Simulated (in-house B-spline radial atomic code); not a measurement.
Radial electron density of neutral calcium, [Ar] 4s2. Computed with a radial B-spline atomic code at the basis-set limit: scalar-relativistic (X2C) PW91, spin-polarised, spherical fractional occupations, Fermi nucleus of rms radius 3.4776 fm.

Columns: r (bohr), 4πr²n(r) (electrons per bohr), bar.

```
 0.00276   0.5423 #
 0.00338   0.7804 #
 0.00415    1.122 ##
 0.00508    1.596 ###
 0.00623    2.259 ####
 0.00763    3.159 ######
 0.00935    4.372 ########
  0.0115    5.993 ###########
   0.014    7.951 ##############
  0.0172    10.45 ###################
  0.0211    13.34 ########################
  0.0258    16.41 #############################
  0.0316    19.43 ###################################
  0.0388    21.95 #######################################
  0.0475    23.37 ##########################################
  0.0582    23.35 ##########################################
  0.0713    21.87 #######################################
  0.0874    19.52 ###################################
   0.107    17.53 ###############################
   0.131    17.18 ###############################
   0.161     19.1 ##################################
   0.197    22.28 ########################################
   0.241    24.51 ############################################
   0.296     23.5 ##########################################
   0.362    18.81 ##################################
   0.444    12.37 ######################
   0.544    7.507 #############
   0.667    6.036 ###########
   0.817    6.987 #############
       1    7.785 ##############
    1.23    6.793 ############
     1.5    4.577 ########
    1.84    2.404 ####
    2.26    1.166 ##
    2.77   0.7528 #
    3.39   0.6534 #
    4.15   0.5271 #
    5.09    0.321 #
    6.23     0.14 
    7.64  0.04427 
    9.36 0.009803 
    11.5 0.001134 
    14.1 7.51e-05
```

On this grid the curve has 3 maxima, near 0.0475, 0.241, 1 bohr.

The 4s up radial function P(r) = rR(r), positive near the nucleus:

```tsv
r (bohr)	P
0.001	0.005516
0.0015	0.008043
0.00225	0.01167
0.00338	0.01685
0.00508	0.02408
0.00763	0.03381
0.0115	0.04636
0.0172	0.06061
0.0258	0.07409
0.0388	0.08022
0.0582	0.06776
0.0874	0.02399
0.131	-0.05187
0.197	-0.1278
0.296	-0.1278
0.444	0.005119
0.667	0.1942
1	0.2183
1.5	-0.04258
2.26	-0.3972
3.39	-0.5514
5.09	-0.4003
7.64	-0.1488
11.5	-0.02381
```
Radii and densities under X2C are those of the two-component orbitals, without the picture-change correction, which makes inner s shells of heavy atoms about 5 % too small.
